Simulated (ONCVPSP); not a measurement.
Pseudopotential generation for P (Z = 15): ONCV, revPBE, non-relativistic.

ONCVPSP 4.0.1 input, shortened (lines: element, Z, core and valence counts, functional; n l f; lmax; l rc ep ncon nbas qcut; lloc lpopt rc5 dvloc0; l nproj debl; icmod fcfact rcfact), revPBE, non-relativistic:

```
  P 15.00    3    2  -102130      upf
    1    0    2.00
    2    0    2.00
    2    1    6.00
    3    0    2.00
    3    1    3.00
    1
    0    1.55    0.00    4    7    4.60
    1    1.85    0.00    3    7    4.90
    4    5    1.50    0.00
    0    2    0.60
    1    2    2.30
    2    0.60    0.95
```

All-electron outer shells of the reference configuration (revPBE, non-relativistic, ld1.x):

| shell | level (eV) | outermost node (bohr) | outermost maximum (bohr) |
| --- | --- | --- | --- |
| 2s | -173.17 | 0.14 | 0.42 |
| 2p | -124.47 | – | 0.36 |
| 3s | -13.87 | 0.66 | 1.58 |
| 3p | -5.49 | 0.64 | 1.83 |

(1) Estimate the cutoffs (Ha) at which the residual kinetic energy of the hardest occupied pseudo-wave falls to 1 and 0.1 mHa per electron.

(2) What does a ghost test show?

(3) Which valence shell sets the plane-wave cutoff?

(4) Tests: 3s2 3p2; 3s2 3p1; 3s2 3p0; 3s0 3p5. Which has the largest error in its energy relative to the reference configuration, and how large is it?

## Answers

(1) 10 Ha and 23 Ha.

(2) No bound ghost flagged; GHOST(+) flagged for s at 137.5 eV.

(3) 3s: 10 Ha for 1 mHa per electron, against 4 Ha for 3p.

(4) 3s2 3p0, with +48 meV (all-electron minus pseudo) on +58.57 eV.
